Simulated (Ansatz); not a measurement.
`[CH3][GeH]([CH3])[Br]` + HCl → `[CH3][GeH]([CH3])[Cl]` + HBr  (ligand exchange at a Ge–Br bond)

Calculated with Ansatz (gas phase, PBE0-D4/def2-TZVP geometries, no zero-point term in ΔE). CCSD(T)/CBS is the MP2 limit (def2-TZVPP, def2-QZVPP) plus CCSD(T) − MP2 in def2-TZVPP, frozen cores. This one scheme is used for every species. DFT in def2-TZVPP. For Br, Ge outer-core shells are correlated without core-valence functions, which leaves a few kJ/mol of doubt a bond. Scalar relativity is left out up to krypton.

Q: Is it downhill or uphill in electronic energy at CCSD(T)/CBS, and by how much? (Best estimate.)

A: Computed: Uphill: ΔE = +0.10 eV.

Q: What do these levels give: B2PLYP, PBE0, HF/def2-TZVPP, MP2/def2-TZVPP, SCS-MP2/def2-QZVPP, HF/CBS(def2)? (Best estimate.)

A: The calculation gave: B2PLYP 0.08, PBE0 0.09, HF/def2-TZVPP 0.08, MP2/def2-TZVPP 0.11, SCS-MP2/def2-QZVPP 0.09, HF/CBS(def2) 0.07 eV.

Largest T1 diagnostic among the species: 0.009.
